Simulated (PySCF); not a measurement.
AlCl₂Br, SMILES [Cl][Al]([Cl])[Br].

Geometry optimised at PBE0-D3(BJ)/def2-SVP.

The numbers are results of C-PCM-ωB97X/def2-SVP run with PySCF, not measurements.

The values are the electrostatic part of the solvation free energy, E(continuum) − E(gas) at the gas-phase geometry, in a cavity of scaled van der Waals radii (PySCF's table); cavitation and dispersion terms are not included. A continuum can't describe solvent molecules that bind to the metal. In vacuum the orbital gap is 12.05 eV. The dipole moment in vacuum is 0.25 D.

Computed values in water (ε = 78.36), cyclohexanone (ε = 15.62), ethylethanoate (ε = 5.99):
| solvent | ε | ΔG(elec) (kcal/mol) | dipole (D) | gap (eV) |
|---|---|---|---|---|
| water | 78.36 | -5.8 | 0.22 | 12.39 |
| cyclohexanone | 15.62 | -5.4 | 0.22 | 12.37 |
| ethylethanoate | 5.99 | -4.8 | 0.23 | 12.33 |
